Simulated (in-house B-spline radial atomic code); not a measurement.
Configurations of the titanium ion Ti²⁺, with energies counted from [Ar] 3d2. Method: scalar-relativistic (X2C) BHandHLYP, spin-polarised, spherical fractional occupations, exact exchange averaged over the configuration, Fermi nucleus of rms radius 3.5921 fm. Calculated with a radial B-spline atomic code at the basis-set limit. Shells without spins written out take the highest spin.

Occupations are held fixed; configurations that lie above the ionisation limit could autoionise.

```csv
configuration,E - E(ref) (eV),highest orbital,its <r> (bohr)
[Ar] 3d1 4p1,9.2876,4p up,3.247
[Ne] 3s2 3p5 3d2 4p1,43.277,4p up,3.206
[Ne] 3s2 3p5 3d2 4f1,53.599,4f up,5.737
```

(1) Order these further configurations by energy, lowest first.
A. [Ar] 3d1 4f1
B. [Ne] 3s2 3p5 3d3
C. [Ar] 3d1 4s1
D. [Ne] 3s2 3p5 3d2 4s1

## Answers

(1) C (4.3608 eV), A (19.415 eV), B (32.523 eV), D (38.264 eV).
